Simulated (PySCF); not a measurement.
C4H3ClF2, SMILES C(=C=C(Cl)C)(F)F.

Coordinates come from a B3LYP-D3(BJ)/def2-SVP optimisation. The structure was generated by enumeration, and PubChem lists no compound with its InChIKey, so it may never have been made.

These are B3LYP-D3(BJ)/def2-SVP run with PySCF values and carry that method's errors.

Frequencies are harmonic and unscaled.

```json
[
 {"mode": "1", "ν (cm⁻¹)": "92", "IR (km/mol)": "0.2", "Raman (Å⁴/amu)": "1.8", "depolarisation": "0.74", "moving atoms (share of kinetic energy)": "C 43 %, Cl 30 %, F 21 %"},
 {"mode": "2", "ν (cm⁻¹)": "106", "IR (km/mol)": "0.2", "Raman (Å⁴/amu)": "2.0", "depolarisation": "0.75", "moving atoms (share of kinetic energy)": "F 48 %, C 39 %"},
 {"mode": "3", "ν (cm⁻¹)": "138", "IR (km/mol)": "0.8", "Raman (Å⁴/amu)": "1.1", "depolarisation": "0.75", "moving atoms (share of kinetic energy)": "F 63 %, C 17 %, H 10 %, Cl 10 %"},
 {"mode": "4", "ν (cm⁻¹)": "189", "IR (km/mol)": "0.2", "Raman (Å⁴/amu)": "0.1", "depolarisation": "0.75", "moving atoms (share of kinetic energy)": "H 92 %"},
 {"mode": "5", "ν (cm⁻¹)": "287", "IR (km/mol)": "0.5", "Raman (Å⁴/amu)": "6.2", "depolarisation": "0.50", "moving atoms (share of kinetic energy)": "C 37 %, F 23 %, H 20 %, Cl 20 %"},
 {"mode": "6", "ν (cm⁻¹)": "435", "IR (km/mol)": "1.7", "Raman (Å⁴/amu)": "2.7", "depolarisation": "0.75", "moving atoms (share of kinetic energy)": "C 66 %, H 18 %, F 14 %"},
 {"mode": "7", "ν (cm⁻¹)": "438", "IR (km/mol)": "1.7", "Raman (Å⁴/amu)": "7.0", "depolarisation": "0.21", "moving atoms (share of kinetic energy)": "C 39 %, Cl 39 %, F 16 %"},
 {"mode": "8", "ν (cm⁻¹)": "505", "IR (km/mol)": "15.0", "Raman (Å⁴/amu)": "3.5", "depolarisation": "0.52", "moving atoms (share of kinetic energy)": "C 62 %, F 31 %"},
 {"mode": "9", "ν (cm⁻¹)": "605", "IR (km/mol)": "18.1", "Raman (Å⁴/amu)": "6.9", "depolarisation": "0.34", "moving atoms (share of kinetic energy)": "C 70 %, F 22 %"},
 {"mode": "10", "ν (cm⁻¹)": "621", "IR (km/mol)": "6.1", "Raman (Å⁴/amu)": "1.1", "depolarisation": "0.75", "moving atoms (share of kinetic energy)": "C 69 %, F 28 %"},
 {"mode": "11", "ν (cm⁻¹)": "630", "IR (km/mol)": "46.2", "Raman (Å⁴/amu)": "11.1", "depolarisation": "0.28", "moving atoms (share of kinetic energy)": "C 65 %, F 23 %"},
 {"mode": "12", "ν (cm⁻¹)": "816", "IR (km/mol)": "127.3", "Raman (Å⁴/amu)": "6.5", "depolarisation": "0.50", "moving atoms (share of kinetic energy)": "F 40 %, C 39 %, H 17 %"},
 {"mode": "13", "ν (cm⁻¹)": "1037", "IR (km/mol)": "1.7", "Raman (Å⁴/amu)": "0.6", "depolarisation": "0.75", "moving atoms (share of kinetic energy)": "H 66 %, C 34 %"},
 {"mode": "14", "ν (cm⁻¹)": "1048", "IR (km/mol)": "153.8", "Raman (Å⁴/amu)": "1.4", "depolarisation": "0.16", "moving atoms (share of kinetic energy)": "C 51 %, H 33 %, F 16 %"},
 {"mode": "15", "ν (cm⁻¹)": "1102", "IR (km/mol)": "62.8", "Raman (Å⁴/amu)": "3.1", "depolarisation": "0.47", "moving atoms (share of kinetic energy)": "C 66 %, H 33 %"},
 {"mode": "16", "ν (cm⁻¹)": "1282", "IR (km/mol)": "272.5", "Raman (Å⁴/amu)": "0.9", "depolarisation": "0.75", "moving atoms (share of kinetic energy)": "C 72 %, F 28 %"},
 {"mode": "17", "ν (cm⁻¹)": "1387", "IR (km/mol)": "6.2", "Raman (Å⁴/amu)": "12.2", "depolarisation": "0.45", "moving atoms (share of kinetic energy)": "H 78 %, C 22 %"},
 {"mode": "18", "ν (cm⁻¹)": "1439", "IR (km/mol)": "7.6", "Raman (Å⁴/amu)": "20.2", "depolarisation": "0.67", "moving atoms (share of kinetic energy)": "H 87 %, C 12 %"},
 {"mode": "19", "ν (cm⁻¹)": "1442", "IR (km/mol)": "12.2", "Raman (Å⁴/amu)": "12.9", "depolarisation": "0.75", "moving atoms (share of kinetic energy)": "H 96 %"},
 {"mode": "20", "ν (cm⁻¹)": "1527", "IR (km/mol)": "142.6", "Raman (Å⁴/amu)": "2.2", "depolarisation": "0.51", "moving atoms (share of kinetic energy)": "C 84 %, H 10 %"},
 {"mode": "21", "ν (cm⁻¹)": "2113", "IR (km/mol)": "581.9", "Raman (Å⁴/amu)": "5.1", "depolarisation": "0.43", "moving atoms (share of kinetic energy)": "C 100 %"},
 {"mode": "22", "ν (cm⁻¹)": "3038", "IR (km/mol)": "6.0", "Raman (Å⁴/amu)": "194.6", "depolarisation": "0.03", "moving atoms (share of kinetic energy)": "H 97 %"},
 {"mode": "23", "ν (cm⁻¹)": "3116", "IR (km/mol)": "3.2", "Raman (Å⁴/amu)": "102.6", "depolarisation": "0.75", "moving atoms (share of kinetic energy)": "H 91 %, C 9 %"},
 {"mode": "24", "ν (cm⁻¹)": "3152", "IR (km/mol)": "5.0", "Raman (Å⁴/amu)": "78.3", "depolarisation": "0.75", "moving atoms (share of kinetic energy)": "H 90 %, C 10 %"}
]
```
